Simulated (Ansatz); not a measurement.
Consider the ligand exchange at a Ge–S bond: `O[SiH](F)[S][GeH3]` + `[SiH3][SeH]` → `[SiH3][Se][GeH3]` + `O[SiH](F)S`.

Isolated molecules relaxed with PBE0-D4/def2-TZVP in Ansatz; ΔE leaves out vibrations. CBS: MP2 limit from def2 TZ/QZ plus the TZ coupled-cluster correction, frozen cores. DFT in def2-TZVPP. B3LYP here is the variant with VWN-RPA as its local correlation; programs differ in this. For Ge, Se outer-core shells are correlated without core-valence functions, which leaves a few kJ/mol of doubt a bond. Scalar relativity is left out up to krypton. Each species was taken in one conformer, which may not be the lowest.

```csv
level,ΔE (eV)
B3LYP-D4,-0.13
r2SCAN0-D4,-0.13
PBE,-0.15
RPA@PBE/def2-TZVPP,-0.11
```

Problem. What does CCSD(T)/CBS give? (Estimate.)

Solution. Computed: -0.14 eV. The listed levels differ from it by 0.01, 0.01, -0.01, 0.03 eV.

Problem. What do rigid-rotor, harmonic-oscillator terms from PBE0-D4/def2-TZVP frequencies (298.15 K, 1 bar) make of the CCSD(T)/CBS value? (Estimate.)

Solution. Ansatz gave: ΔZPE = +0.01 eV, ΔH = -0.12 eV, ΔS = 12 J/(mol·K), ΔG = -0.16 eV. Modes under 50 cm⁻¹ make the entropy rough.

Largest T1 diagnostic among the species: 0.012.

At CCSD(T), def2-SVP lies +0.07 eV from the extrapolated value and def2-TZVPP +0.01 eV. Leaving LDA and LC-ωPBE aside and taking each functional with its dispersion term where it has one, the values, not all of them listed here, spread over 0.07 eV, from PBE-QIDH to B97M-V.
